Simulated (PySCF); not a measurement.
CrF4 holds Cr(IV), d2, at total charge 0. The structure is a model geometry with rigid ligands and bond lengths from ionic radii, not a minimum; coordination tetrahedral, point group Td, metal–donor distances 1.73 Å.

```
5

Cr    0.000    0.000    0.000
F     0.999    0.999    0.999
F    -0.999   -0.999    0.999
F    -0.999    0.999   -0.999
F     0.999   -0.999   -0.999
```

Method (PySCF 2.14, density fitting): CASSCF(2,5) with orbitals averaged over all microstates of the shell, strongly contracted NEVPT2 on the averaged canonical orbitals; basis x2c-TZVPall on the metal, x2c-SVPall elsewhere; spin-free X2C; gas phase; spin-orbit coupling by state interaction with the mean-field operator over all roots.

Which term lies lowest, and with what spin?

3A2 (S = 1, orbital degeneracy 1), with 2.0 electrons in the lower (e-type) set and 0.0 in the upper (t2-type) set, by NEVPT2.

List the excited states of the same spin.

By NEVPT2: 3T2 at 12953 cm⁻¹ (772 nm); 3T1 at 19880 cm⁻¹ (503 nm); 3T1 at 29483 cm⁻¹ (339 nm). The strongest, at 19880 cm⁻¹, has f = 1.8e-03.

Which is the lowest state of another spin?

1E at 13405 cm⁻¹ by NEVPT2; CASSCF alone puts it at 15359 cm⁻¹ above the same ground state.

What ligand-field parameters describe the result?

At CASSCF level (the NEVPT2 levels don't fit a ligand-field model well): orbital energies 0, 0, 10752, 10752, 10752 cm⁻¹; 10Dq = 10752 cm⁻¹; B = 978 cm⁻¹; C = 3780 cm⁻¹; B over its free-ion value at the same level 0.776; rms of the fit 490 cm⁻¹; ζ = 245 cm⁻¹ (free ion 319).

What are the magnetic parameters?

The ground multiplet follows a spin Hamiltonian with S = 1, g = 1.936, 1.936, 1.936, D = 0 (spin-orbit part alone); the lowest levels hold 100 % of the spin-free ground state. μeff is 2.78 μB at 300 K and 2.74 μB at 10 K; the spin-only value is 2.83 μB.

Charge-transfer states lie outside this active space and may come lower than some of these levels. NEVPT2 lifts 3T2 from 11209 to 12953 cm⁻¹; on the d shell alone such lifts tend to overshoot. NEVPT2 on the d shell alone tends to put d–d bands too high for such charged or covalently bound ions.

The job took 4.6 s on one thread of Arm Neoverse V1 (shared host), with 104 basis functions, launched as `OMP_NUM_THREADS=1 python lf_run.py task.json out`.
